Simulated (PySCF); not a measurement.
PySCF 2.14 output of an unrestricted wB97X-V calculation on a single atom or ion in def2-QZVPPD, with no relativity, point nucleus:

```
SCF conv_tol = 1e-09
number electrons alpha = 2  beta = 1
    N. Mardirossian and M. Head-Gordon.,  Phys. Chem. Chem. Phys. 16, 9904-9924 (2014)
cycle= 1 E= -7.41279543359287  delta_E= -0.0011  |g|= 0.00679  |ddm|= 0.0734
cycle= 2 E= -7.41287845198315  delta_E= -8.3e-05  |g|= 0.00217  |ddm|= 0.0169
cycle= 3 E= -7.41290432628759  delta_E= -2.59e-05  |g|= 0.000817  |ddm|= 0.0124
cycle= 4 E= -7.41291010151026  delta_E= -5.78e-06  |g|= 0.000112  |ddm|= 0.00949
cycle= 5 E= -7.41291020390943  delta_E= -1.02e-07  |g|= 2.57e-05  |ddm|= 0.00151
cycle= 6 E= -7.41291020887734  delta_E= -4.97e-09  |g|= 2.29e-06  |ddm|= 0.000406
cycle= 7 E= -7.41291020889282  delta_E= -1.55e-11  |g|= 3.26e-07  |ddm|= 2.11e-05
converged SCF energy = -7.41291020889282  <S^2> = 0.75001059  2S+1 = 2.0000106
```

The run itself started from symmetry-adapted Hartree-Fock orbitals and held the occupation by maximum overlap, on a logarithmic radial grid, so the iterations belong to that start.

Problem. Which element, charge and spin multiplicity is this?

Solution. Li (lithium, neutral), multiplicity 2; the state was [He] 2p1, 2P determinant (an excited configuration).
